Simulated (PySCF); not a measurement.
Cl2Pb, charge -1, doublet, geometry from GFN2-xTB (such geometries of metal compounds can be far from the true shape) (a state made from the parent by changing its charge; the spin is typed, not shown lowest) (core potentials on Pb) (in this run its highest filled SCF level lies above zero, so its values depend strongly on the basis, on diffuse functions most of all). Base run: PBE/def2-SVP (PySCF).

Input for PySCF:
```python
from pyscf import gto, scf, dft

mol = gto.Mole()
mol.atom = '''
    Pb    0.00704312   -0.01025569    0.42593907
    Cl    1.47900338    1.68337558   -1.01206530
    Cl   -1.51297608   -1.63390696   -1.04246435
'''
mol.basis = 'def2-svp'
mol.ecp = {'Pb': 'def2-svp'}
mol.charge = -1
mol.spin = 1
mol.verbose = 5
mol.build()

mf = dft.UKS(mol)
mf.xc = 'pbe'
mf.kernel()
```

Variants of this job, named by their change:

| change | basis functions | E (Eh) | HOMO (eV) |
|---|---|---|---|
| base | 62 | -1112.78800 | 1.34 |
| basis = x2c-SVPall; relativity = spin-free X2C (without mol.ecp = {'Pb': 'def2-svp'}) | 98 | -21811.74719 | 1.35 |
| basis = x2c-SVPall; relativity = spin-free X2C; nucleus = Gaussian (with mol.nucmod = 'G'; without mol.ecp = {'Pb': 'def2-svp'}) | 98 | -21807.50882 | 1.35 |
| basis = jorge-DZP-DKH; relativity = none (without mol.ecp = {'Pb': 'def2-svp'}) | 111 | -19932.00405 | -0.28 |
| basis = x2c-TZVPall; relativity = spin-free X2C; nucleus = Gaussian (with mol.nucmod = 'G'; without mol.ecp = {'Pb': 'def2-svp'}) | 157 | -21809.05855 | 0.99 |
| basis = x2c-TZVPall; relativity = spin-free X2C (without mol.ecp = {'Pb': 'def2-svp'}) | 157 | -21813.36133 | 0.99 |
| basis = x2c-SVPall; relativity = none (without mol.ecp = {'Pb': 'def2-svp'}) | 98 | -17648.65566 | 0.38 |
| basis = jorge-DZP-DKH; relativity = spin-free X2C (without mol.ecp = {'Pb': 'def2-svp'}) | 111 | -21799.69768 | 0.98 |
| basis = x2c-TZVPall; relativity = none (without mol.ecp = {'Pb': 'def2-svp'}) | 157 | -19607.31189 | 0.94 |
| basis = jorge-DZP-DKH; relativity = spin-free X2C; nucleus = Gaussian (with mol.nucmod = 'G'; without mol.ecp = {'Pb': 'def2-svp'}) | 111 | -21796.01133 | 0.98 |

Totals shift with the method and basis; they matter in differences.

Open shells are given as the SCF converged; they aren't shown to be the lowest states, and a large step between rows can be another state.

Basis sets contracted for a relativistic Hamiltonian are a mismatch without it, so the rows without relativity aren't non-relativistic limits. No row has spin-orbit coupling; sets with core potentials leave out the core electrons.
